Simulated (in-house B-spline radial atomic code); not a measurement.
Ionisation energies along the 49-electron series, configuration [Kr] 4d10 4f3, as differences of self-consistent energies. Dirac energy differences include first-order Breit, QED and recoil terms. NIST's values go from ground level to ground level; the uncertainty of those that are theory runs from under 0.1 % in few-electron ions to several per cent in heavy many-electron ones. Computed with a radial B-spline atomic code at the basis-set limit: Dirac-Hartree-Fock, average of the configuration, finite nuclei.

```
  ion  configuration after  ionisation energy (eV)  IE/(q+1)² (eV)  Breit and QED recoil part (eV)  tabulated value (eV)    tabulated kind  computed minus tabulated (eV)
Gd15+        [Kr] 4d10 4f2                   311.8           1.218                         0.10602                   319  tabulated theory                           -7.2
Tb16+        [Kr] 4d10 4f2                   350.2          1.2116                         0.10976                   358  tabulated theory                           -7.8
Dy17+        [Kr] 4d10 4f2                   390.4          1.2049                         0.11255                   399  tabulated theory                           -8.6
Ho18+        [Kr] 4d10 4f2                   432.4          1.1978                         0.11437                   441  tabulated theory                           -8.6
Er19+        [Kr] 4d10 4f2                   476.3          1.1906                         0.11521                   486  tabulated theory                           -9.7
Tm20+        [Kr] 4d10 4f2                   521.9          1.1835                         0.11505                   530  tabulated theory                           -8.1
Yb21+        [Kr] 4d10 4f2                       ?               ?                               ?                     ?  tabulated theory                              ?
Lu22+        [Kr] 4d10 4f2                       ?               ?                               ?                     ?  tabulated theory                              ?
Hf23+        [Kr] 4d10 4f2                       ?               ?                               ?                     ?  tabulated theory                              ?
Ta24+        [Kr] 4d10 4f2                   722.3          1.1557                         0.10382                   750  tabulated theory                          -27.7
 W25+        [Kr] 4d10 4f2                   776.8          1.1491                        0.098225                 784.4    semi-empirical                           -7.6
```

Question: Fill in the row of Yb21+.

Answer: ionisation energy (eV): 569.3; IE/(q+1)² (eV): 1.1763; Breit and QED recoil part (eV): 0.11386; tabulated value (eV): 580; computed minus tabulated (eV): -10.7.

Question: Fill in the row of Lu22+.

Answer: ionisation energy (eV): 618.6; IE/(q+1)² (eV): 1.1693; Breit and QED recoil part (eV): 0.1116; tabulated value (eV): 630; computed minus tabulated (eV): -11.4.

Question: Fill in the row of Hf23+.

Answer: ionisation energy (eV): 669.5; IE/(q+1)² (eV): 1.1624; Breit and QED recoil part (eV): 0.10827; tabulated value (eV): 690; computed minus tabulated (eV): -20.5.

Where a p, d or f electron is removed, the computed value is a mean over both j, so it misses the tabulated one by a part of the spin-orbit splitting; averaging over terms and missing correlation add to the gap, relatively most at low charge.
